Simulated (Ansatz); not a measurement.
Reaction (substitution at a C–B bond): `BC(B)C` + H₂Se → `BC(C)[SeH]` + BH₃

Program: Ansatz. Geometries: PBE0-D4/def2-TZVP. ΔE: electronic, gas phase. CCSD(T)/CBS is the MP2 limit (def2-TZVPP, def2-QZVPP) plus CCSD(T) − MP2 in def2-TZVPP, frozen cores. This one scheme is used for every species. DFT in def2-TZVPP. B3LYP here is the variant with VWN-RPA as its local correlation; programs differ in this. For Se outer-core shells are correlated without core-valence functions, which leaves a few kJ/mol of doubt a bond. Scalar relativity is left out up to krypton. Each species was taken in one conformer, which may not be the lowest.

| level | ΔE (kJ/mol) | difference from CCSD(T)/CBS |
| --- | --- | --- |
| PBE-D4 | 75.8 | 11.6 |
| r2SCAN-D4 | 75.7 | 11.5 |
| PBE0-D4 | 73.6 | 9.4 |
| ωB97M-V | 71.0 | 6.8 |
| B2PLYP | 66.6 | 2.4 |
| PBE | 78.6 | 14.4 |
| PBE0 | 76.1 | 11.9 |
| B3LYP | 71.4 | 7.2 |
| HF/def2-TZVPP | 58.8 | -5.4 |
| SCS-MP2/def2-TZVPP | 56.3 | -7.9 |
| CCSD(T)/def2-TZVPP | 63.1 | -1.1 |
| HF/def2-QZVPP | 59.4 | -4.8 |
| MP2/def2-QZVPP | 60.4 | -3.8 |
| SCS-MP2/def2-QZVPP | 57.3 | -6.9 |
| MP2/CBS(def2) | 60.6 | -3.6 |
| CCSD/CBS(def2) | 64.3 | 0.1 |
| CCSD(T)/CBS | 64.2 | 0 |

Largest T1 diagnostic among the species: 0.011.

The D4 term adds −4.8 kJ/mol with B3LYP and −2.5 kJ/mol with PBE0; it sums over pairs of atoms, weighted by their polarisabilities, and B3LYP, whose exchange is more repulsive, gets the larger term.
